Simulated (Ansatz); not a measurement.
```xyz
9

C     1.331    1.304    1.021
O     0.028    0.839    1.121
Ag   -0.670   -0.445   -0.226
O    -1.603   -1.864   -1.626
H     1.536    1.863    0.092
H     1.528    1.999    1.853
H     2.096    0.510    1.089
H    -1.885   -2.691   -1.224
H    -2.362   -1.514   -2.101
```

The species carries charge 0 and has multiplicity 1. Ag takes the def2 core potential.

**Question.** List the PBE0/def2-TZVPP orbital energies in eV (Ansatz 0.2.0). (An estimate is asked.)

**Answer.** The calculation gave: Occupied: -525.12, -520.38, -277.78, -102.33, -63.89, -63.79, -63.79, -30.68, -25.49, -17.27, -16.99, -14.11, -11.88, -11.20, -10.88, -10.61, -9.11, -8.97, -8.97, -8.75, -8.08, -5.76, -5.57. Lowest empty: -1.37, 0.43, 0.46, 0.96, 1.94, 2.63, 3.43, 4.29.
